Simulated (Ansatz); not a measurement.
Start from `F[Si](F)(F)[SiH2]Cl` and change one atom or group to get `C=C[Si](F)(F)F`.

Ansatz, PBE0-D4/def2-TZVP geometries, multiplicity 1. Each molecule was computed in one conformer, which needn't be the lowest.

```csv
property,`F[Si](F)(F)[SiH2]Cl`
LUMO energy (ωB97M-V/def2-TZVPP) / eV,0.71
HOMO–LUMO gap (PBE0/def2-TZVPP) / eV,7.85
HOMO–LUMO gap (B3LYP/def2-TZVPP) / eV,7.46
HOMO–LUMO gap (PBE/def2-TZVPP) / eV,5.66
HOMO energy (PBE0/def2-TZVPP) / eV,-8.99
HOMO–LUMO gap (ωB97M-V/def2-TZVPP) / eV,11.80
```

(1) Give the same properties after the change, and the shifts. (An estimate is asked.)

## Answers

(1) The calculation gave: 
```
                               property  `C=C[Si](F)(F)F`  shift
  LUMO energy (ωB97M-V/def2-TZVPP) / eV              0.98   0.27
   HOMO–LUMO gap (PBE0/def2-TZVPP) / eV              7.71  -0.14
  HOMO–LUMO gap (B3LYP/def2-TZVPP) / eV              7.22  -0.24
    HOMO–LUMO gap (PBE/def2-TZVPP) / eV              5.52  -0.14
     HOMO energy (PBE0/def2-TZVPP) / eV             -8.90   0.09
HOMO–LUMO gap (ωB97M-V/def2-TZVPP) / eV             12.15   0.35
```

With PBE0 the HOMO rises by 0.09 eV and the LUMO falls by 0.05 eV, so the gap narrows by about 0.14 eV. PBE moves the HOMO by -0.06 eV and ωB97M-V by -0.08 eV. The zero-point energy changes by 62.0 kJ/mol with +3 modes.

B3LYP here is the variant with VWN-RPA as its local correlation; programs differ in this.
